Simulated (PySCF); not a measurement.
Delta-SCF ions had no search for a lower state. Excitations are Tamm–Dancoff values on a coarser integration grid. The basis has no diffuse functions, so Rydberg states are missing or too high.

CH3B2N, SMILES `B=NB=C` (B–N–B–C torsion 3°) (charge 0, multiplicity 1)

The numbers are results of PBE0-D3(BJ)/def2-TZVP (PySCF 2.14.0), not measurements.

| Item | Value |
|---|---|
| HOMO | -5.87 eV |
| dipole moment | 3.00 D |
| LUMO | -1.53 eV |
| HOMO–LUMO gap | 4.34 eV |
| S1 excitation (TDA) | 2.79 eV |
| S1 oscillator strength | 0.000 |
| brightest of the four lowest singlets (TDA) | 4.80 eV |
| T1 excitation (TDA) | 2.52 eV |
| S1–T1 gap (TDA) | 0.27 eV |
| vertical ionisation energy (Delta-SCF) | 7.93 eV |
| total energy | -144.2143 Ha |
| cost | about 50 core-seconds (a rough figure) |

```xyz
7

B      2.1812    -0.0657    -0.3297
N      0.9724    -0.0295     0.0013
B     -0.3349     0.0099     0.3609
C     -1.6718     0.0503     0.7292
H      3.3095    -0.0995    -0.6386
H     -1.9860     0.3100     1.7337
H     -2.4703    -0.1755     0.0317
```
Charge 0, spin multiplicity 1.
